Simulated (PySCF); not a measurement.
Compound: C₇H₅NS.
SMILES: `Sc1cccc(c1)C#N`

Theory: TDDFT PBE0/def2-SVPD, vertical, gas phase, core orbitals frozen in the response in PySCF. Geometry: GFN2-xTB, one conformer, isolated molecule. Torsions of this conformer, `[N:1]#[C:2][c:3]1[cH:4][cH:5][cH:6][c:7]([SH:8])[cH:9]1`: H–S8–C7–C6 180°.

Each state is given a Gaussian of 0.25 eV full width at half maximum, with ε(max) = 2.175×10⁸ f / Δν̃ (Δν̃ the width in cm⁻¹). The cross-section is σ = 3.8235×10⁻²¹ ε cm², given in Mb (10⁻¹⁸ cm²). The width is an assumption, not a result. The curve ends short of the highest state used, and states not computed would add to its high-energy end.

```csv
λ (nm),σ (Mb)
222.8,5.78
225.4,1.27
228.0,1.89
230.6,6.85
233.2,18.63
235.7,35.90
238.3,52.48
240.9,57.44
243.5,47.90
246.1,30.95
248.6,16.23
251.2,6.65
253.8,2.21
256.4,0.60
258.9,0.15
261.5,0.04
264.1,0.04
266.7,0.15
269.3,0.49
271.8,1.23
274.4,2.70
277.0,4.98
279.6,7.76
282.2,10.33
284.7,11.82
287.3,11.84
289.9,10.36
292.5,7.99
295.0,5.55
297.6,3.40
300.2,1.87
302.8,0.93
305.4,0.42
307.9,0.18
310.5,0.07
313.1,0.02
```

Q: Where are the band maxima, and which computed states make them?

A: 286 nm (4.33 eV), ε about 3100, made up of S1 (100%); 240 nm (5.16 eV), ε about 15000, made up of S2 (99%) (ε in L mol⁻¹ cm⁻¹; maxima over ε = 5, shares over 10%). At its high-energy end, 5.56 eV, the curve is still rising (ε about 1300, from S4). The states used: S1 4.33 eV (f 0.029); S2 5.16 eV (f 0.139); S3 5.24 eV (f 0.0011); S4 5.85 eV (f 0.503); S5 6.02 eV (f 0.085); S6 6.16 eV (f 0.018).

Q: What would ε be at 5.16 eV, the highest of these maxima, with half the width (0.125 eV)?

A: About 30000 L mol⁻¹ cm⁻¹ against 15100, a factor of about 1.99; a lone state at its own centre would give exactly 2.

Q: On this curve, what absorbance would a 10⁻⁵ mol/L sample give at 280 nm over a 1 cm path?

A: 280 nm is 4.428 eV, where ε is about 2100 L mol⁻¹ cm⁻¹, so A = ε c l ≈ 0.021 (Beer–Lambert, with the gas-phase spectrum and the assumed width).

Q: Coming from long wavelengths, where does ε first pass 100 L mol⁻¹ cm⁻¹?

A: At about 306 nm (4.06 eV), 0.28 eV below S1.
